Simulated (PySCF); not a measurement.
SMILES B(CC[SiH3])(O)O (C2H9BO2Si), singlet, GFN2-xTB optimised geometry.

```
15

Si    -1.30     1.81    -1.52
C     -0.28     0.20    -1.44
C     -0.03    -0.28     0.00
B      0.83    -1.64     0.00
O      2.18    -1.64     0.00
O      0.25    -2.86    -0.05
H     -0.58     2.87    -0.81
H     -2.60     1.60    -0.88
H     -1.49     2.19    -2.92
H      0.68     0.34    -1.94
H     -0.80    -0.59    -1.99
H     -1.00    -0.42     0.50
H      0.48     0.52     0.55
H      2.60    -0.78     0.03
H     -0.71    -2.87    -0.06
```

Density from PySCF with B3LYP/def2-TZVP at that geometry.

Minimum of the electron density along straight lines between bonded atoms, close to the bond critical point (lines longer than 1.1 times the sum of covalent radii, or with two minima, are not listed):

```tsv
bond	length / Å	ρ at the minimum / e bohr⁻³	∇²ρ there / e bohr⁻⁵	position (fraction from the first atom)
Si1–C2	1.902	0.119	0.14	0.39
C2–C3	1.540	0.233	-0.53	0.50
C3–B4	1.612	0.182	-0.41	0.67
B4–O5	1.353	0.214	0.96	0.33
B4–O6	1.353	0.214	0.96	0.33
Si1–H7	1.465	0.124	0.18	0.49
Si1–H8	1.465	0.124	0.18	0.49
Si1–H9	1.464	0.125	0.18	0.49
C2–H10	1.092	0.276	-0.92	0.64
C2–H11	1.092	0.276	-0.92	0.64
C3–H12	1.093	0.275	-0.92	0.63
C3–H13	1.093	0.275	-0.92	0.63
O5–H14	0.955	0.366	-2.51	0.81
O6–H15	0.955	0.366	-2.51	0.81
```
